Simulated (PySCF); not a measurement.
pyrimidine-2-carbonitrile (C₅H₃N₃), SMILES N#Cc1ncccn1.

The structure is a stationary point at B3LYP-D3(BJ)/def2-SVP.

Computed with B3LYP-D3(BJ)/def2-SVP in PySCF.

Harmonic, unscaled wavenumbers; measured fundamentals usually lie a few per cent lower.

Computed normal modes with their intensities:
| mode | ν (cm⁻¹) | IR (km/mol) | moving atoms (share of kinetic energy) |
|---|---|---|---|
| 1 | 136 | 0.1 | N 56 %, C 36 % |
| 2 | 178 | 0.7 | N 69 %, C 27 % |
| 3 | 364 | 5.3 | C 67 %, N 20 %, H 13 % |
| 4 | 414 | 0.0 | N 51 %, C 31 %, H 18 % |
| 5 | 514 | 0.4 | C 54 %, N 44 % |
| 6 | 585 | 9.5 | C 67 %, N 30 % |
| 7 | 593 | 7.1 | C 67 %, H 24 %, N 9 % |
| 8 | 658 | 4.4 | C 62 %, N 33 % |
| 9 | 822 | 7.7 | C 56 %, N 37 % |
| 10 | 826 | 5.2 | H 64 %, C 24 %, N 12 % |
| 11 | 849 | 23.2 | C 64 %, N 20 %, H 17 % |
| 12 | 1006 | 0.0 | H 71 %, C 29 % |
| 13 | 1018 | 3.3 | N 68 %, C 29 % |
| 14 | 1027 | 0.0 | H 66 %, C 34 % |
| 15 | 1094 | 0.0 | C 56 %, H 38 % |
| 16 | 1112 | 0.9 | H 73 %, C 17 %, N 10 % |
| 17 | 1279 | 2.4 | N 38 %, C 31 %, H 31 % |
| 18 | 1298 | 5.1 | C 54 %, H 35 %, N 11 % |
| 19 | 1308 | 8.8 | C 67 %, H 25 % |
| 20 | 1458 | 113.6 | C 36 %, N 33 %, H 32 % |
| 21 | 1461 | 1.2 | C 49 %, H 41 %, N 10 % |
| 22 | 1616 | 92.3 | C 77 %, N 15 % |
| 23 | 1630 | 67.2 | C 65 %, N 27 %, H 9 % |
| 24 | 2384 | 0.9 | C 62 %, N 38 % |
| 25 | 3164 | 10.4 | H 92 %, C 8 % |
| 26 | 3166 | 11.2 | H 91 %, C 9 % |
| 27 | 3216 | 1.9 | H 91 %, C 9 % |
